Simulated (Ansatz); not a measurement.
Basis-set extrapolation for CH8O2Si2 (`C[SiH2][SiH](O)O`) (PBE0-D4/def2-TZVP geometry, frozen core, the Gaussian-basis code of Ansatz). Multiplicity 1, RHF reference.

|  | def2-TZVPP | def2-QZVPP |
| --- | --- | --- |
| HF | -770.335099 | -770.362911 |
| MP2 correlation | -0.907761 | -0.977939 |
| CCSD(T) correlation | -0.990896 | not run |

Energies in hartree. Use E(X) = E(∞) + A·exp(−7.88·√X) for Hartree–Fock and E(X) = E(∞) + B·X^(−2.97) for correlation, with X = 3 and 4, and add CCSD(T) minus MP2 of the smaller set to the MP2 limit.

Task: What is the CCSD(T) energy at the basis-set limit?

Result: HF limit: -770.362911 + (-0.027812) × 0.13774 = -770.36674. MP2 limit: -0.977939 + (-0.070178) × 0.74074 = -1.02992. Higher-order term: -0.990896 − (-0.907761) = -0.08313. Total: -771.47979 hartree, 403.8 kJ/mol below CCSD(T)/def2-TZVPP.
